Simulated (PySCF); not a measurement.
A structure optimised at PBE0-D3(BJ)/def2-SVP, used in a PySCF frequency run:

```xyz
17

N      3.1649    -1.2054    -0.0599
Si     2.3234     0.2908     0.1984
Si     0.1034    -0.1878     0.7348
Si    -1.5482     1.4652     0.3840
C     -2.6775     0.1757    -0.4530
Si    -1.3017    -1.0391    -0.9670
H      4.1743    -1.1951    -0.1641
H      2.7523    -1.8976    -0.6756
H      3.0165     1.0114     1.3106
H      2.2705     1.2420    -0.9668
H     -0.0804    -0.9197     2.0293
H     -2.1555     2.2050     1.5345
H     -1.0600     2.4633    -0.6198
H     -3.2805    -0.3096     0.3349
H     -3.3601     0.5326    -1.2391
H     -1.6908    -2.4846    -0.9979
H     -0.7508    -0.6716    -2.3110
```
Charge 0, spin multiplicity 1.

Problem. Write its SMILES and formula.

Solution. N[SiH2][SiH]1[SiH2]C[SiH2]1, CH11NSi4

Problem. What are its rotational constants (standard atomic weights)?

Solution. 2.6213, 0.82370, 0.68350 GHz
